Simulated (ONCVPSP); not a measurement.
**u(r) = r·R(r): atom against pseudo-atom (Ni)**

Columns: radius, all-electron u(r) and pseudo u(r) of the 3d shell (level -8.87 eV) of nickel in the configuration [Ne] 3s2 3p6 3d8 4s2; PBE, scalar-relativistic, ONCV scheme, ONCVPSP 4.0.1.

```tsv
r (bohr)	all-electron	pseudo
0.078	0.0536	0.0095
0.156	0.2337	0.0696
0.234	0.4586	0.2073
0.312	0.6603	0.4124
0.390	0.8123	0.6456
0.468	0.9119	0.8562
0.546	0.9651	1.0046
0.624	0.9818	1.0747
0.702	0.9723	1.0753
0.780	0.9453	1.0295
0.858	0.9074	0.9625
0.936	0.8633	0.8926
1.014	0.8161	0.8286
1.092	0.7681	0.7721
1.170	0.7206	0.7214
1.248	0.6746	0.6746
1.326	0.6305	0.6305
1.404	0.5888	0.5887
1.482	0.5494	0.5494
1.560	0.5125	0.5125
1.638	0.4780	0.4779
1.716	0.4458	0.4457
1.794	0.4158	0.4158
1.872	0.3879	0.3878
1.950	0.3619	0.3619
2.028	0.3378	0.3377
```

(1) How many radial nodes do the two functions have?

(2) At about which radius was the pseudo-wave matched?

(3) Is the pseudo-wave norm-conserving?

## Answers

(1) The all-electron 3d function has n − l − 1 = 0; the pseudo-wave has 0.

(2) 1.38 bohr. The columns agree to 0.0005 from 1.25 bohr on; several derivatives are matched, so the curves merge somewhat inside the radius.

(3) Yes: the ONCV scheme keeps the norm inside the radius equal to the all-electron one, which fixes the energy derivative of the logarithmic derivative at the level.
